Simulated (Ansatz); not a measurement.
System: SeF2, net charge 1, doublet state. SMILES of the parent species: F[Se]F

Atoms: Se1, F2, F3. Bonds: Se1-F2, Se1-F3.

Bond lengths (Å) and angles (degrees) optimised at HF/STO-3G with Ansatz (an electronic-structure program); HF/3-21G with Ansatz; HF/6-31G* with LANL2DZ past Ar with Ansatz; MP2/6-31G* with LANL2DZ past Ar with Ansatz, each started from the B3LYP-D3(BJ)/def2-TZVP structure (Ansatz) of the last column. A row stands for all coordinates that are equal there. 6-31G* holds six Cartesian d functions. No wavenumbers were computed at HF/STO-3G, MP2/6-31G* with LANL2DZ past Ar, so these may be saddle points.

| coordinate | HF/STO-3G | HF/3-21G | HF/6-31G* with LANL2DZ past Ar | MP2/6-31G* with LANL2DZ past Ar | B3LYP-D3(BJ)/def2-TZVP |
|---|---|---|---|---|---|
| Se1-F2 | 1.750 | 1.673 | 1.645 | 1.679 | 1.671 |
| F2-Se1-F3 | 92.9 | 96.7 | 96.4 | 97.8 | 98.7 |

Mean signed difference of all 2 bond lengths from B3LYP-D3(BJ)/def2-TZVP: HF/STO-3G 0.080 Å, HF/3-21G 0.002 Å, HF/6-31G* with LANL2DZ past Ar -0.025 Å, MP2/6-31G* with LANL2DZ past Ar 0.009 Å.
